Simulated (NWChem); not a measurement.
CH₄SeTe; SMILES C[Te][SeH]

```xyz
7

Te     0.3340    -0.8551    -0.0073
C     -1.7431    -1.4414    -0.0096
H     -2.2188    -1.1395     0.9311
H     -1.7615    -2.5371    -0.1042
H     -2.2494    -0.9848    -0.8684
Se    -0.0175     1.6456    -0.0282
H     -0.0812     1.8235     1.4354
```
Atoms are numbered in this order, from 1.

The geometry was optimised at PBE0/def2-SVP. Not confirmed as a minimum by frequencies. def2 effective core potentials on Te; no spin-orbit coupling.

Question: List the 4 lowest vertical singlet excitations from PBE0/def2-SVPD with def2 effective core potentials on Te, TDA (NWChem).

Answer: 
| state | energy (eV) | oscillator strength | leading excitation (squared amplitude) |
|---|---|---|---|
| S1 | 3.12 | 0.002 | HOMO → LUMO (0.99) |
| S2 | 3.84 | 0.008 | HOMO−1 → LUMO (0.98) |
| S3 | 4.62 | 0.001 | HOMO → LUMO+1 (0.93) |
| S4 | 5.06 | 0.023 | HOMO → LUMO+2 (0.93) |
